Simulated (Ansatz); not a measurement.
Gas-phase reaction in SMILES: [CH2]/C(C)=C/C → [CH]1CCCC1
Each molecule is optimised on its own at B3LYP-D3(BJ)/def2-TZVP (Ansatz, a quantum-chemistry and plane-wave program), one conformer each, not searched for the lowest. Frequencies are from Ansatz. Markedly spin-contaminated UHF reference, which strains HF, MP2 and, less, CCSD(T): [CH2]/C(C)=C/C.

Property: isomerisation energy (enthalpy at 298 K, with B3LYP-D3(BJ) rigid-rotor harmonic-oscillator terms), in eV. Cores are frozen in the correlated levels unless marked. Open shells are spin-unrestricted. No spin-orbit coupling. Non-relativistic. CBS marks a two-point X^-3 extrapolation of the correlation energy; Hartree-Fock from the larger set.

| level | program | isomerisation energy (eV) |
|---|---|---|
| SVWN5/def2-TZVPD | Ansatz | -0.16 |
| PBE-D3(BJ)/def2-TZVPD | Ansatz + dftd3 | 0.02 |

Task: Estimate the value at CCSD(T)/CBS(cc-pVTZ,cc-pVQZ) as computed with Ansatz.

Result: -0.04 eV
